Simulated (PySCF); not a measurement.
These 2 structures share the formula CH4B3NO3. Method used: PBE0-D3(BJ)/def2-SVP geometry optimisation, gas phase in PySCF 2.14.0. Energies are electronic, without zero-point or thermal terms, for one conformer each. No frequencies were run at this level. Point groups hold within 0.08 Å.

**Question.** Order them by energy at this level, lowest first, and give relative energies in kcal/mol.
A. `[H]/[N:1]=[CH:2]/[B:3]1[O:4][BH:5][O:6][BH:7][O:8]1` with N1–C2–B3–O4 1°
B. `[CH2:1]=[N:2][B:3]1[O:4][BH:5][O:6][BH:7][O:8]1` with C1–N2–B3–O4 92°

**Answer.** B (0.0), A (17.7).

As drawn, the lower has a B–N bond, which the higher lacks; the higher has an N–H bond, which the lower lacks.

```csv
SMILES,E (Eh),E rel (kcal/mol),dipole (D),point group,"A, B, C (MHz)"
C=NB1OBOBO1,-395.04382,0.0,2.44,Cs,"5544, 1507, 1209"
[H]/N=C/B1OBOBO1,-395.01554,17.7,1.83,Cs,"5351, 1523, 1185"
```

**Question.** How do the relative energies change in single points at PBE0/pcSseg-1 (no added dispersion term) on the same geometries?

**Answer.** 
```json
{"SMILES": "C=NB1OBOBO1", "PBE0-D3(BJ)/def2-SVP (kcal/mol)": "0.0", "PBE0/pcSseg-1 (kcal/mol)": "0.0", "shift": "0.0"}
{"SMILES": "[H]/N=C/B1OBOBO1", "PBE0-D3(BJ)/def2-SVP (kcal/mol)": "17.7", "PBE0/pcSseg-1 (kcal/mol)": "16.4", "shift": "-1.3"}
```

Each column counts from its own lowest isomer. The order is unchanged; the largest shift is 1.3 kcal/mol.

**Question.** As an exercise, what shares would exp(−E/RT) give at 2000 K from these electronic energies alone (no entropy, no degeneracies)?

**Answer.** RT = 3.974 kcal/mol: C=NB1OBOBO1 98.9 %, [H]/N=C/B1OBOBO1 1.1 %.
